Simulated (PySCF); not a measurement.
## Sb⁴³⁺: ionisation energy

Sb⁴³⁺ [He] 2s2 2p4 (3P) → Sb⁴⁴⁺ [He] 2s2 2p3 (4S), as a difference of total energies. Computed with PySCF 2.14 in an uncontracted even-tempered set (19 s from 18 bohr⁻², ratio 2.2; 12 p from 23 bohr⁻², ratio 2.2; 6 d from 99 bohr⁻², ratio 2.4; 5 f from 150 bohr⁻², ratio 2.4; 4 g from 220 bohr⁻², ratio 2.4), with the spin-free X2C one-electron Hamiltonian (Gaussian nucleus). Correlated levels: nothing frozen; virtual orbitals above 40 to 60 times the deepest correlated orbital energy dropped. The calculations carry no spin-orbit coupling.

```tsv
method	ionisation energy (eV)
UHF	7227.0
LDA	7222.8
PBE	7229.7
PBE0	7229.5
r2SCAN	7231.3
revPBE	7229.4
M06-2X	7227.7
MP2 (all electrons)	7228.6
SCS-MP2 (all electrons)	7228.8
```

Spin-orbit coupling is strong in these open shells (close to jj coupling). The scalar numbers leave it out and a first-order estimate fails, so it can dominate the gap to the real levels.

For this ion Breit and QED terms and the two-electron picture change, all absent here, outweigh the differences among the correlated methods.

For comparison: 7167 ± 4 eV (theoretical estimate listed by NIST; NIST Atomic Spectra Database, ionization energies).
